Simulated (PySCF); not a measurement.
Computed IR spectrum (relative IR intensity) of a molecule C₄H₆BF. The structure is a stationary point at PBE-D3(BJ)/def2-SVP. One conformer was computed; it need not be the lowest. The numbers are results of PBE-D3(BJ)/def2-SVP in PySCF, not measurements. Harmonic, unscaled wavenumbers; measured fundamentals usually lie a few per cent lower.

ν (cm⁻¹): 393 (w), 519 (vw), 661 (m), 727 (m), 739 (m), 935 (w), 949 (vw), 1114 (vs), 1232 (vs), 1337 (vs), 1344 (w), 1361 (w), 1425 (w), 1428 (vw), 2110 (s), 2944 (w), 2974 (w), 2979 (vw), 3059 (m), 3392 (m) (against the strongest line: vs over 80 %, s over 45 %, m over 15 %, w over 4 %, vw less)

Identify the compound among the candidates.
(A) C[C@H]1C=CB1F
(B) C=C1CCB1F
(C) CB1C=C(F)C1
(D) C#CB(F)CC

D, C#CB(F)CC
